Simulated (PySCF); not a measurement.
C4H11P2Si (doublet state).
Geometry (GFN2-xTB, Å), atoms numbered from 1 in this order:
```xyz
18
C4H11P2Si angstrom
C      2.6702    1.0360   -0.3651
C      1.4166    0.7100   -0.1293
C      0.8918   -0.1491    0.9725
C      0.1626   -1.3577    0.3858
Si    -1.0640   -0.6783   -0.9136
P     -0.0195    1.2484   -1.3420
P     -3.0555   -0.3387    0.0761
H      3.4809    0.7283    0.2796
H      2.9366    1.6446   -1.2144
H      0.1857    0.4365    1.5722
H      1.7117   -0.4633    1.6249
H     -0.3285   -1.9212    1.1789
H      0.8855   -2.0193   -0.0904
H     -1.0717   -1.5012   -2.1333
H     -0.5830    2.0413   -0.3458
H     -1.0341    1.8108   -2.3114
H     -3.5917   -1.5503   -0.3189
H     -3.6022    0.3297   -1.0041
```

The hyperfine couplings belong to this conformer and change with its torsions.

The species is `P[SiH](CC[C]=C)P` [radical].

Level of theory: UKS B3LYP, pcH-1 on C H P Si, non-relativistic, mean-field spin-orbit, GIAO (PySCF). One conformer (not necessarily the lowest) at the GFN2-xTB geometry, without solvent, vibrations or thermal averaging. A GFN2-xTB geometry isn't a minimum of the functional, and hyperfine couplings can be far from their values at a DFT geometry, by a factor of two or more for some ions and for spin on atoms past the first row. Stability of the SCF solution: not tested.

Q: Predict the first-order ENDOR lines of C3, C1, C4, H15/H16/H17/H18, H10/H11, H8, H9, H14 and Si5 under fast tumbling at B = 336.8 mT (X band).

A: For S = 1/2 in fast tumbling each set of equivalent nuclei gives two lines, ν± = |νn ± a/2| to first order, with νn = g_N μN B/h and μN/h = 7.62259 MHz/T.

| nuclei | isotope | g_N | νn (MHz) | a_iso (MHz) | lower line (MHz) | upper line (MHz) |
| --- | --- | --- | --- | --- | --- | --- |
| C3 | 13C | 1.4048 | 3.61 | 16.86 | 4.82 | 12.04 |
| C1 | 13C | 1.4048 | 3.61 | -14.32 | 3.55 | 10.76 |
| C4 | 13C | 1.4048 | 3.61 | 0.97 | 3.12 | 4.09 |
| H15/H16/H17/H18 | 1H | 5.5857 | 14.34 | 135.90 | 53.61 | 82.29 |
| H10/H11 | 1H | 5.5857 | 14.34 | 26.65 | 1.01 | 27.67 |
| H8 | 1H | 5.5857 | 14.34 | 24.43 | 2.13 | 26.55 |
| H9 | 1H | 5.5857 | 14.34 | 13.61 | 7.53 | 21.15 |
| H14 | 1H | 5.5857 | 14.34 | 3.00 | 12.84 | 15.84 |
| Si5 | 29Si | -1.1106 | 2.85 | 16.99 | 5.64 | 11.34 |

The rows for 13C and 29Si, of low natural abundance, apply to labelled samples.

Q: Which pairs are centred on the nuclear Larmor frequency, and which on half the coupling?

A: Centred on νn, since |a| < 2νn: C4, H10/H11, H8, H9 and H14. Centred on |a|/2 and split by 2νn: C3, C1, H15/H16/H17/H18 and Si5.

Q: At what field would the lower line of H15/H16/H17/H18 fall to zero frequency?

A: Where νn = |a|/2, that is B = 67.95 MHz/(5.5857 × 7.62259 MHz/T) = 1600 mT, as far as first order holds there.

Couplings of abundant isotopes left out: P6/P7 (631.5 MHz).

Class means assume fast exchange of nuclei equivalent by connectivity; if that motion is slow, each nucleus keeps its own coupling. The 1H value of +135.9 MHz is a mean of couplings from -1.4 to 542.6 MHz in this one geometry, not an average over conformers. The 1H value of +26.7 MHz is a mean of couplings from 5.3 to 48.0 MHz in this one geometry, not an average over conformers.

The largest Mulliken spin populations are on P6 (+0.39), H16 (+0.33) and C2 (+0.29). Three atoms exceed +0.15.
